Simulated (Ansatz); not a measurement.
```yaml
crystal:
  periodic: [false, false, false]
  atoms:
    - {symbol: C, position_ang: [-1.675039, 0.569893, 0.335804]}
    - {symbol: Hf, position_ang: [0.212040, 0.421156, -0.801481]}
    - {symbol: C, position_ang: [1.486579, -0.944179, 0.376646]}
    - {symbol: F, position_ang: [-0.148363, -0.375095, -2.494299]}
    - {symbol: F, position_ang: [1.035945, 2.137906, -0.860910]}
    - {symbol: H, position_ang: [-1.501795, 1.002064, 1.328711]}
    - {symbol: H, position_ang: [-2.427312, 1.191150, -0.163204]}
    - {symbol: H, position_ang: [-2.118279, -0.422562, 0.483148]}
    - {symbol: H, position_ang: [1.621521, -0.565108, 1.397049]}
    - {symbol: H, position_ang: [2.484796, -1.077016, -0.055554]}
    - {symbol: H, position_ang: [1.029897, -1.938208, 0.454091]}
basis:
  gaussian: {orbitals: x2c-TZVPPall, fitting: {mean_field: cc-pVTZ-jkfit}}
hamiltonian: {xc: {name: rPW86-PBE}, dispersion: d3bjatm}
```

```sh
$ ansatz run in.yaml --threads 4 --pin off --events-out ev --progress --plain --max-ram 10444MiB
```

(1) How does Ansatz answer? (Best estimate.)

Answers

(1) The calculation gave: The program refused the input.
```
Functional definition: rPW86-PBE
Error: <dir> the basis set cc-pVTZ-JKFIT has no functions for Hf
```
